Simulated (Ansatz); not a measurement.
`C[O][In]([F])[Cl]` + H–F → `C[O][In]([F])[F]` + HCl at 298.15 K and 1 bar (ligand exchange at the In–Cl bond).

Gas-phase electronic energies from Ansatz, PBE0-D4/def2-TZVP geometries. CBS: MP2 limit from def2 TZ/QZ plus the TZ coupled-cluster correction, frozen cores. This one scheme is used for every species. def2 core potentials past Kr. For In outer-core shells are correlated without core-valence functions, which leaves a few kJ/mol of doubt a bond. One conformer a species, not always the lowest.

```json
{"species": "`C[O][In]([F])[Cl]`", "CCSD(T)/CBS energy (Eh)": "-864.49222", "H − E (kJ/mol)": "138.7", "S (J/(mol·K))": "393.1"}
{"species": "H–F", "CCSD(T)/CBS energy (Eh)": "-100.39570", "H − E (kJ/mol)": "33.5", "S (J/(mol·K))": "173.6"}
{"species": "`C[O][In]([F])[F]`", "CCSD(T)/CBS energy (Eh)": "-504.48097", "H − E (kJ/mol)": "139.7", "S (J/(mol·K))": "381.8"}
{"species": "HCl", "CCSD(T)/CBS energy (Eh)": "-460.38127", "H − E (kJ/mol)": "26.6", "S (J/(mol·K))": "186.8"}
```

H − E and S are ideal-gas, rigid-rotor, harmonic terms from PBE0-D4/def2-TZVP, for one conformer and one mirror image of each species. 1 Eh = 2625.50 kJ/mol, R = 8.31446 J/(mol·K).

Question: By hand: ΔE, ΔH, ΔS and ΔG.

Answer: ΔE = (-504.48097) + (-460.38127) − (-864.49222) − (-100.39570) = 0.02568 Eh = 67.4 kJ/mol. Δ(H − E) = 139.7 + 26.6 − 138.7 − 33.5 = -5.9, so ΔH = 61.5 kJ/mol. ΔS = 381.8 + 186.8 − 393.1 − 173.6 = 1.9 J/(mol·K). ΔG = 61.5 − 298.15 × (1.9)/1000 = 60.9 kJ/mol.

Question: By hand: the equilibrium constant, and the temperature at which ΔG would vanish if ΔH and ΔS stayed fixed.

Answer: log₁₀ K = −ΔG/(RT ln 10) = -10.7. ΔG = 0 at ΔH/ΔS = 32368 K, far beyond where these terms or the molecules hold.

The number of gas molecules stays the same, so ΔS is small and ΔH decides. A doubt of 5 kJ/mol in ΔE shifts log₁₀ K by 0.9 here. Other conformers and mirror images would add mixing entropy, several J/(mol·K) or more a flexible species. Modes under 60 cm⁻¹, often nearly free rotors, make the harmonic entropy too high. These are equilibria of isolated gas molecules and say nothing of rates. Largest T1 diagnostic: 0.017 (customary marks: 0.02 for closed shells, 0.045 for open ones).
